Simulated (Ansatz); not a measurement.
FGaH2SSi. Charge 0, multiplicity 1. The bonds changed during the relaxation, so this is another structure than the one it started from.

Z-matrix (Å, degrees):
```
Si
F 1 1.623
S 1 2.088 2 107.6
H 1 1.481 2 106.2 3 121.1
H 1 1.481 2 106.2 3 -121.1
Ga 3 2.350 1 93.9 2 -0.1
```

Q: List the harmonic frequencies (cm⁻¹, unscaled) at PBE0-D4/def2-TZVP in Ansatz. (Best estimate.)

A: Ansatz gave: 66, 67, 242, 333, 556, 616, 705, 817, 887, 974, 2245, 2249.

Q: Is this a minimum?

A: Yes, all 12 modes are real.

Q: Give the ideal-gas thermochemistry at 298.15 K and 1 bar (rigid rotor, harmonic oscillator; point group Cs, symmetry number 1).

A: Zero-point energy 58.4 kJ/mol; H(298) − E = 76.4 kJ/mol; entropy 342.9 J/(mol·K), of which translation 171.4, rotation 116.2, vibration 55.3; G(298) − E = -25.8 kJ/mol. Modes under 100 cm⁻¹ are hindered rotations or soft bends, so the harmonic entropy is rough.
